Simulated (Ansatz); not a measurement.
**Molecular dynamics of GeH4 + H2**

The input (input.yaml):

```yaml
crystal:
  periodic: [false, false, false]
  atoms:
    - { symbol: H, position_ang: [0.33159, 0.042832, -3.088886] }
    - { symbol: H, position_ang: [0.207745, 0.137963, -2.346862] }
    - { symbol: Ge, position_ang: [-0.107845, -0.036411, 1.08783] }
    - { symbol: H, position_ang: [0.077026, -1.440407, 0.50089] }
    - { symbol: H, position_ang: [-0.260345, -0.13338, 2.610065] }
    - { symbol: H, position_ang: [-1.363731, 0.606096, 0.487424] }
    - { symbol: H, position_ang: [1.11556, 0.823307, 0.749439] }
basis:
  gaussian: { orbitals: def2-SVP }
hamiltonian:
  xc: r2scan
  dispersion: d4
md:
  timestep: 0.5
  n_steps: 100
  ensemble: nvt_nose_hoover
  temperature: 1000.0
  initial_velocities: maxwell_boltzmann
  seed: 10199
```

Command:

```bash
$ ansatz run input.yaml --threads 1 --pin off --max-ram 2048MiB --backend cpu --events-out ev --progress --plain --runs-dir out
```

It starts from a relaxed structure.

Output, in part (one step line in 4, the closing report, with atoms numbered from 0):

```
md step     0: t =     0.00 fs  T =  1000.0 K  F+E_penalty+E_count = -56607.33615658 eV  E_kin = 0.646300 eV  conserved = -56606.68985659 eV  (21 SCF iters)
md step     4: t =     2.00 fs  T =   816.9 K  F+E_penalty+E_count = -56607.21604303 eV  E_kin = 0.527988 eV  conserved = -56606.68806408 eV  (23 SCF iters)
md step     8: t =     4.00 fs  T =   554.9 K  F+E_penalty+E_count = -56607.04621467 eV  E_kin = 0.358648 eV  conserved = -56606.68764552 eV  (23 SCF iters)
md step    12: t =     6.00 fs  T =   512.5 K  F+E_penalty+E_count = -56607.01859118 eV  E_kin = 0.331208 eV  conserved = -56606.68762523 eV  (23 SCF iters)
md step    16: t =     8.00 fs  T =   654.1 K  F+E_penalty+E_count = -56607.11116253 eV  E_kin = 0.422759 eV  conserved = -56606.68898847 eV  (23 SCF iters)
md step    20: t =    10.00 fs  T =   570.6 K  F+E_penalty+E_count = -56607.05632101 eV  E_kin = 0.368783 eV  conserved = -56606.68859571 eV  (23 SCF iters)
md step    24: t =    12.00 fs  T =   409.8 K  F+E_penalty+E_count = -56606.95030955 eV  E_kin = 0.264877 eV  conserved = -56606.68696547 eV  (23 SCF iters)
md step    28: t =    14.00 fs  T =   667.5 K  F+E_penalty+E_count = -56607.11765168 eV  E_kin = 0.431401 eV  conserved = -56606.68842530 eV  (22 SCF iters)
md step    32: t =    16.00 fs  T =   932.2 K  F+E_penalty+E_count = -56607.28830403 eV  E_kin = 0.602480 eV  conserved = -56606.68921910 eV  (23 SCF iters)
md step    36: t =    18.00 fs  T =   829.3 K  F+E_penalty+E_count = -56607.21978262 eV  E_kin = 0.535964 eV  conserved = -56606.68855887 eV  (23 SCF iters)
md step    40: t =    20.00 fs  T =   632.8 K  F+E_penalty+E_count = -56607.09037634 eV  E_kin = 0.408951 eV  conserved = -56606.68733526 eV  (23 SCF iters)
md step    44: t =    22.00 fs  T =   706.8 K  F+E_penalty+E_count = -56607.13808175 eV  E_kin = 0.456800 eV  conserved = -56606.68834539 eV  (23 SCF iters)
md step    48: t =    24.00 fs  T =   769.6 K  F+E_penalty+E_count = -56607.17751958 eV  E_kin = 0.497410 eV  conserved = -56606.68866592 eV  (23 SCF iters)
md step    52: t =    26.00 fs  T =   571.7 K  F+E_penalty+E_count = -56607.04834183 eV  E_kin = 0.369520 eV  conserved = -56606.68881120 eV  (23 SCF iters)
md step    56: t =    28.00 fs  T =   338.9 K  F+E_penalty+E_count = -56606.89455281 eV  E_kin = 0.219024 eV  conserved = -56606.68651094 eV  (23 SCF iters)
md step    60: t =    30.00 fs  T =   641.3 K  F+E_penalty+E_count = -56607.09137312 eV  E_kin = 0.414474 eV  conserved = -56606.68910906 eV  (23 SCF iters)
md step    64: t =    32.00 fs  T =   801.7 K  F+E_penalty+E_count = -56607.19210410 eV  E_kin = 0.518121 eV  conserved = -56606.68836866 eV  (23 SCF iters)
md step    68: t =    34.00 fs  T =   724.5 K  F+E_penalty+E_count = -56607.14000184 eV  E_kin = 0.468237 eV  conserved = -56606.68846158 eV  (23 SCF iters)
md step    72: t =    36.00 fs  T =   638.0 K  F+E_penalty+E_count = -56607.08076282 eV  E_kin = 0.412326 eV  conserved = -56606.68723298 eV  (23 SCF iters)
md step    76: t =    38.00 fs  T =   833.9 K  F+E_penalty+E_count = -56607.20663033 eV  E_kin = 0.538939 eV  conserved = -56606.68892316 eV  (23 SCF iters)
md step    80: t =    40.00 fs  T =   862.0 K  F+E_penalty+E_count = -56607.22128306 eV  E_kin = 0.557140 eV  conserved = -56606.68840956 eV  (23 SCF iters)
md step    84: t =    42.00 fs  T =   624.0 K  F+E_penalty+E_count = -56607.06480922 eV  E_kin = 0.403275 eV  conserved = -56606.68855028 eV  (23 SCF iters)
md step    88: t =    44.00 fs  T =   400.5 K  F+E_penalty+E_count = -56606.91668529 eV  E_kin = 0.258825 eV  conserved = -56606.68667598 eV  (23 SCF iters)
md step    92: t =    46.00 fs  T =   642.1 K  F+E_penalty+E_count = -56607.07340308 eV  E_kin = 0.415020 eV  conserved = -56606.68931699 eV  (23 SCF iters)
md step    96: t =    48.00 fs  T =   673.2 K  F+E_penalty+E_count = -56607.08915780 eV  E_kin = 0.435079 eV  conserved = -56606.68797080 eV  (22 SCF iters)
md step   100: t =    50.00 fs  T =   582.5 K  F+E_penalty+E_count = -56607.02759690 eV  E_kin = 0.376453 eV  conserved = -56606.68794580 eV  (23 SCF iters)
Total energy: -56607.02760655 eV, -2080.2698949192 hartree
Atom 0 at    -0.211244    -0.319990    -2.656396 Å, force     0.235180     0.691730     0.714312 eV/Å
Atom 1 at    -0.048081     0.208661    -2.092193 Å, force    -0.217720    -0.695841    -0.782000 eV/Å
Atom 2 at    -0.094454    -0.033245     1.079017 Å, force    -0.997791    -1.416131     0.306338 eV/Å
Atom 3 at     0.183593    -1.538829     0.472889 Å, force    -0.322130     1.306833     0.914309 eV/Å
Atom 4 at    -0.821299     0.168085     2.480966 Å, force     0.573752    -0.635912    -0.535419 eV/Å
Atom 5 at    -1.153962     0.583472     0.188346 Å, force     0.026392     0.281716    -0.473739 eV/Å
Atom 6 at     1.193938     0.706896     1.153486 Å, force     0.702316     0.467605    -0.143801 eV/Å
Dipole moment:     0.039303     0.006453    -0.011483 e Å
```

The run went to its last step. The conserved energy stayed within 0.48 meV per atom of its start (net change 0.27 meV per atom), so the integration is sound. The mean temperature of the second half is 36 % below the set value. A run of 0.05 ps of so small a system gives no equilibrium averages.

The same pairs are bonded in the first frame and the last. Pairs count as bonded within 1.25 times the sum of covalent radii (0.12 Å more for H–H).

Last frame:

```xyz
7
Properties=species:S:1:pos:R:3
H -0.211 -0.320 -2.656
H -0.048 0.209 -2.092
Ge -0.095 -0.033 1.079
H 0.184 -1.539 0.473
H -0.821 0.168 2.481
H -1.154 0.584 0.188
H 1.194 0.707 1.153
```

Time of the run: 3.8 min on 1 thread of Arm Neoverse V1, with other jobs on the host, peak memory 0.1 GiB.
